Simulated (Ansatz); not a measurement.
Al(Me)(OH)2 (CH5AlO2), SMILES [CH3][Al]([OH])[OH]. Atoms are numbered in the order given.

```xyz
9

Al     0.0351     0.0340     0.0023
C     -1.4273    -1.2251    -0.1287
H     -1.0984    -2.1544    -0.6218
H     -2.2710    -0.8143    -0.7030
H     -1.7944    -1.5080     0.8709
O     -0.0797     1.5229    -0.8189
H      0.5593     2.2345    -0.8484
O      1.3953    -0.3913     0.9366
H      2.1921     0.1139     1.0955
```
Charge 0, spin multiplicity 1.

Geometry optimised at PBE0-D3(BJ)/def2-SVP. The isomer is the one that the SMILES or the coordinates give; other isomers of the formula were not compared. Other conformers were not sampled.

Two levels are set side by side: PBE-D3(BJ)/def2-SVP (Ansatz, an electronic-structure program) and PBE0-D3(BJ)/def2-SVP (Ansatz). Each level has its own optimised geometry; the coordinates shown are those of the second. Differences are taken from unrounded values.

```
quantity              PBE0-D3(BJ)  PBE-D3(BJ)  PBE-D3(BJ) minus PBE0-D3(BJ)
--------------------  -----------  ----------  ----------------------------
mean bond length (Å)        1.320       1.332                         0.012
bond Al1–C2 (Å)             1.934       1.945                         0.010
bond Al1–O6 (Å)             1.704       1.722                         0.018
bond Al1–O8 (Å)             1.704       1.722                         0.017
bond C2–H3 (Å)              1.102       1.110                         0.008
bond C2–H4 (Å)              1.100       1.108                         0.008
bond C2–H5 (Å)              1.102       1.110                         0.008
bond O6–H7 (Å)              0.957       0.969                         0.012
bond O8–H9 (Å)              0.957       0.969                         0.012
```

Exact exchange shortens and stiffens bonds; PBE has none. Differences between two approximate levels are no errors against the true value.
